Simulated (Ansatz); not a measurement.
Geometry optimisation, Ansatz, RKS PBE-D4/6-31G*.

input.yaml

```yaml
crystal:
  periodic: [false, false, false]
  atoms:
    - { symbol: B, position_ang: [-1.47497, -0.799297, -0.898347] }
    - { symbol: F, position_ang: [-0.297219, -0.888723, -1.602945] }
    - { symbol: H, position_ang: [-2.072103, 0.246227, -0.95073] }
    - { symbol: H, position_ang: [-1.888306, -1.812022, -0.392591] }
    - { symbol: H, position_ang: [0.338036, 0.25969, 0.8382] }
    - { symbol: "N", position_ang: [-0.311223, -0.026965, 1.578327] }
    - { symbol: H, position_ang: [1.403537, 0.355045, -1.043241] }
    - { symbol: "N", position_ang: [2.051528, 0.978247, -0.55518] }
    - { symbol: H, position_ang: [-0.456822, -1.038831, 1.534041] }
    - { symbol: H, position_ang: [-1.210513, 0.443964, 1.446518] }
    - { symbol: H, position_ang: [2.397437, 0.489894, 0.276717] }
    - { symbol: H, position_ang: [1.520618, 1.792672, -0.230769] }
basis:
  gaussian: { orbitals: "6-31G*" }
hamiltonian:
  xc: pbe
  dispersion: d4
relax:
  f_tol: 0.03
  max_steps: 50
```

Command:

```bash
$ ansatz run input.yaml --threads 2 --pin off --max-ram 3072MiB --backend cpu --events-out ev --progress --plain --runs-dir out
```

Q: Where does it end, and by what steps?

A: The forces met the threshold. After 18 steps the energy has fallen by 1.054 eV; N6 moved furthest, 0.74 Å. Joined: B1–N6.

| step | energy less start (eV) | largest force component (eV/Å) | accepted |
| --- | --- | --- | --- |
| 0 | 0.0000 | 0.970 | yes |
| 1 | -0.0203 | 0.803 | yes |
| 2 | -0.0081 | 1.410 | no |
| 3 | -0.0399 | 0.834 | yes |
| 4 | -0.0454 | 0.821 | yes |
| 5 | -0.0636 | 0.457 | yes |
| 6 | -0.0987 | 0.511 | yes |
| 7 | -0.1709 | 1.112 | yes |
| 8 | -0.4965 | 1.647 | yes |
| 9 | -0.9030 | 1.694 | yes |
| 10 | -0.9501 | 1.201 | yes |
| 11 | -1.0287 | 0.246 | yes |
| 12 | -1.0275 | 0.444 | no |
| 13 | -1.0424 | 0.078 | yes |
| 14 | -1.0493 | 0.034 | yes |
| 15 | -1.0501 | 0.133 | yes |
| 16 | -1.0456 | 0.359 | no |
| 17 | -1.0539 | 0.033 | yes |
| 18 | -1.0541 | 0.027 | yes |

```xyz
12
Properties=species:S:1:pos:R:3
B -1.256 -0.627 -0.546
F -0.131 -1.087 -1.281
H -1.690 0.459 -0.911
H -2.097 -1.488 -0.334
H 0.253 0.289 0.785
N -0.590 -0.298 0.950
H 1.372 0.230 -0.977
N 1.943 0.984 -0.573
H -0.284 -1.156 1.427
H -1.239 0.203 1.568
H 2.362 0.683 0.310
H 1.357 1.808 -0.418
```

Whether the end is a true minimum wasn't checked by a vibrational analysis.

Run time: 24 s on 2 threads of Arm Neoverse V2, with other jobs on the host, peak memory 0.12 GiB.
